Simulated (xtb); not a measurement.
xtb input:

```bash
xtb mol.xyz --gfn 2 --ohess tight --chrg 1 --uhf 0
```
mol.xyz:
```
12

Si    -0.13554725    -0.21864343     0.42419560
F     -0.39206866    -1.03320036     1.90731895
N      1.49408003    -0.64537143    -0.20635967
N     -0.20914555     1.56478869     0.70394376
N     -1.32761659    -0.73739623    -0.72161540
H      2.22417682    -0.22159268     0.49143817
H      1.66654090    -0.05829547    -1.10689016
H     -1.24566877     1.74399314     1.03632048
H     -0.13814240     2.00514295    -0.21334712
H     -1.22680979    -0.20740674    -1.61854706
H     -2.28439237    -0.48124759    -0.36355645
H      1.64683399    -1.64326647    -0.33676618
```

Question: Predict the final energy.

Answer: -18.48715 Eh (GFN2-xTB).

It need not be the lowest isomer of its formula.
